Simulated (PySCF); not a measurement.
**`C[C@@H]1C[C@H](O)[C@@H]1CO`, C₆H₁₂O₂**

Geometry:
| atom | x (Å) | y (Å) | z (Å) |
| --- | --- | --- | --- |
| C1 | -1.554 | -1.521 | -0.014 |
| C2 | -1.053 | -0.209 | 0.560 |
| C3 | -1.184 | 1.055 | -0.308 |
| C4 | 0.193 | 1.512 | 0.226 |
| O5 | 1.075 | 2.161 | -0.636 |
| C6 | 0.470 | 0.052 | 0.667 |
| C7 | 1.313 | -0.736 | -0.332 |
| O8 | 2.619 | -0.214 | -0.480 |
| H9 | -1.256 | -2.354 | 0.618 |
| H10 | -1.173 | -1.692 | -1.017 |
| H11 | -2.641 | -1.502 | -0.064 |
| H12 | -1.516 | -0.048 | 1.536 |
| H13 | -2.027 | 1.711 | -0.110 |
| H14 | -1.145 | 0.830 | -1.371 |
| H15 | 0.065 | 2.168 | 1.095 |
| H16 | 1.636 | 1.503 | -1.068 |
| H17 | 0.901 | -0.059 | 1.666 |
| H18 | 0.878 | -0.690 | -1.333 |
| H19 | 1.357 | -1.790 | -0.024 |
| H20 | 3.038 | -0.165 | 0.386 |

Computed with TDDFT B3LYP/def2-SVPD circular dichroism and optical rotation, one conformer, gas phase (PySCF). Geometry: GFN2-xTB.

The molecule is flexible and this is one conformer; a measurement averages over conformers. States above about 7.1 eV (minus the energy of the highest occupied orbital) lie near or above the ionisation threshold and depend on the basis.

Task: What are the CIP labels of the stereocentres?

Result: C2 R, C4 S, C6 S.

Task: Which excitations and rotatory strengths does the calculation give?

Result: Rotatory strengths R in 10⁻⁴⁰ esu² cm², velocity form and length form (origin at the centre of mass); f in length form.
| state | E (eV) | λ (nm) | f | R (velocity) | R (length) | main |
| --- | --- | --- | --- | --- | --- | --- |
| 1 | 6.23 | 199 | 0.017 | +9.5 | +8.9 | HOMO→LUMO 0.96 |
| 2 | 6.71 | 185 | 0.0007 | -2.9 | -2.8 | HOMO−1→LUMO 0.45, HOMO→LUMO+1 0.40 |
| 3 | 6.78 | 183 | 0.0008 | -1.0 | -1.0 | HOMO−1→LUMO 0.46, HOMO→LUMO+1 0.42 |
| 4 | 6.93 | 179 | 0.006 | +8.2 | +6.8 | HOMO→LUMO+2 0.81, HOMO→LUMO+1 0.17 |
| 5 | 7.32 | 169 | 0.012 | +19.6 | +20.0 | HOMO−1→LUMO+1 0.51, HOMO−2→LUMO 0.33 |
| 6 | 7.34 | 169 | 0.006 | +13.8 | +14.0 | HOMO→LUMO+3 0.84, HOMO−1→LUMO+1 0.10 |
| 7 | 7.45 | 167 | 0.004 | -3.2 | -3.0 | HOMO−2→LUMO 0.61, HOMO−1→LUMO+1 0.33 |
| 8 | 7.54 | 164 | 0.005 | -1.3 | -2.5 | HOMO−1→LUMO+2 0.94 |
| 9 | 7.90 | 157 | 0.007 | +18.9 | +18.7 | HOMO−2→LUMO+1 0.54, HOMO−3→LUMO 0.35 |
| 10 | 7.94 | 156 | 0.027 | -12.8 | -13.3 | HOMO→LUMO+4 0.46, HOMO→LUMO+5 0.44 |
| 11 | 7.95 | 156 | 0.035 | -35.6 | -35.6 | HOMO−3→LUMO 0.46, HOMO−2→LUMO+1 0.32 |
| 12 | 8.00 | 155 | 0.003 | -19.2 | -18.3 | HOMO−1→LUMO+3 0.43, HOMO→LUMO+5 0.27 |

Among the states computed, the strongest CD band (largest |R|) is state 11. The largest dissymmetry factor in size, g = 4R/(D+G), with D and G the electric and magnetic dipole strengths, is -0.067 for state 12 (velocity form, f = 0.003), among bands with |R| over 0.5. The mirror image has the same energies and oscillator strengths and all R with the opposite sign.
